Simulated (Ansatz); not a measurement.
`C[SiH2]C(F)(F)Cl` + `PS` → `C[SiH2]SP` + `FC(F)Cl` at 400 K and 1 bar (ligand exchange at the Si–C bond).

Gas-phase electronic energies from Ansatz, PBE0-D4/def2-TZVP geometries. CCSD(T)/CBS adds triple-zeta CCSD(T) − MP2 to the extrapolated MP2 energy (def2 sets, frozen cores). This one scheme is used for every species. One conformer a species, not always the lowest.

```csv
species,CCSD(T)/CBS energy (Eh),H − E (kJ/mol),S (J/(mol·K))
`C[SiH2]C(F)(F)Cl`,-1027.55359,211.1,411.3
`PS`,-740.51379,89.7,283.7
`C[SiH2]SP`,-1070.09506,229.1,394.4
`FC(F)Cl`,-698.00348,80.3,298.6
```

H − E and S are ideal-gas, rigid-rotor, harmonic terms from PBE0-D4/def2-TZVP, for one conformer and one mirror image of each species. 1 Eh = 2625.50 kJ/mol, R = 8.31446 J/(mol·K).

Q: By hand: ΔE, ΔH, ΔS and ΔG.

A: ΔE = (-1070.09506) + (-698.00348) − (-1027.55359) − (-740.51379) = -0.03116 Eh = -81.8 kJ/mol. Δ(H − E) = 229.1 + 80.3 − 211.1 − 89.7 = 8.6, so ΔH = -73.2 kJ/mol. ΔS = 394.4 + 298.6 − 411.3 − 283.7 = -2.0 J/(mol·K). ΔG = -73.2 − 400 × (-2.0)/1000 = -72.4 kJ/mol.

Q: By hand: the equilibrium constant, and the temperature at which ΔG would vanish if ΔH and ΔS stayed fixed.

A: log₁₀ K = −ΔG/(RT ln 10) = 9.5. ΔG = 0 at ΔH/ΔS = 36600 K, far beyond where these terms or the molecules hold.

The number of gas molecules stays the same, so ΔS is small and ΔH decides. A doubt of 5 kJ/mol in ΔE shifts log₁₀ K by 0.7 here. Other conformers and mirror images would add mixing entropy, several J/(mol·K) or more a flexible species. These are equilibria of isolated gas molecules and say nothing of rates. Largest T1 diagnostic: 0.012 (customary marks: 0.02 for closed shells, 0.045 for open ones).
